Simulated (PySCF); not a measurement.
Harmonic spectrum computed at PBE0 in the def2-TZVP basis family (core potentials from Rb on, PySCF, no spin–orbit coupling):

```tsv
symmetry	ω (cm⁻¹)	IR (km/mol, summed over degenerate members)
a1	688	2.9
e	924	10.4
a1	2296	9.1
e	2362	63.9
```

Which molecule gave it? In each, all ligands are bound to the one heavy central atom.
A. SiH₃⁺ (singlet)
B. SeH₃⁺ (singlet)
C. GeH₃⁺ (singlet)
D. AsH₃⁺ (doublet)

D. It has C3v symmetry with As–H 1.497 Å (×3).
